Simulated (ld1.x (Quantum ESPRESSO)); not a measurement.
Building the ultrasoft potential for Lu (Z = 71) (revPBE, scalar-relativistic).

ld1.x (Quantum ESPRESSO) 7.5 input, shortened:

```
&input
   title='Lu', zed=71., rel=1, dft='REVPBE', iswitch=3,
   config='[Xe] 4f14 5d1 6s2 6p0'
 /
 &inputp
   pseudotype=3, tm=.true., lloc=-1, rcloc=2.65,
   nlcc=.true., rcore=1.05,
   which_augfun='PSQ', rmatch_augfun_nc=.true.
 /
8
6S  1  0   2.00   0.00  2.30  3.20  0.0
6S  1  0   0.00   0.15  2.30  3.20  0.0
6P  2  1   0.00   0.00  2.80  3.80  0.0
6P  2  1   0.00   0.95  2.80  3.80  0.0
5D  3  2   1.00   0.00  1.95  2.65  0.0
5D  3  2   0.00   2.25  1.95  2.65  0.0
4F  4  3  14.00   0.00  1.00  1.25  0.0
4F  4  3   0.00   2.10  1.00  1.25  0.0
 &test
   configts(1)='4f14 5d1 6s2 6p0'
 /
```

All-electron outer shells of the reference configuration (revPBE, scalar-relativistic, ld1.x):

```tsv
shell	level (eV)	outermost node (bohr)	outermost maximum (bohr)
5s	-61.06	0.57	1.04
5p	-31.66	0.61	1.19
4f	-9.61	–	0.47
6s	-4.62	1.41	3.08
5d	-1.70	0.68	1.84
6p	-1.34	1.73	4.26
```

Problem. Does the generator finish with these settings?

Solution. Yes, a potential is produced and its reference levels are reproduced.

Problem. Estimate the cutoffs (Ry, on a coarse ladder) from which the occupation-weighted sum of valence levels, in a spherical-Bessel basis at the reference potential, stays within 10 and 1 mRy of its value at 400 Ry.

Solution. 140 Ry and 200 Ry.

Problem. Does the potential have ghost states?

Solution. No extra level below or beside the all-electron valence levels (s, p, d, f tested). The logarithmic derivative shows an extra or strongly shifted pseudo pole above the reference energy (s near 0.73 Ry).

Problem. Is the overlap operator S = 1 + Σ q|β⟩⟨β| positive definite (Bessel basis up to 400 Ry)?

Solution. Yes: its lowest eigenvalue is 0.23 (f channel).

Problem. Which valence shell sets the plane-wave cutoff?

Solution. 4f: its level needs 120 Ry to come within 1 mRy, against 15 Ry for 5d.

Its largest configuration-test error is -5.7 meV (4f14 5d1 6s1 6p0). Test run stopped at test 2 of 7 (negative rho).
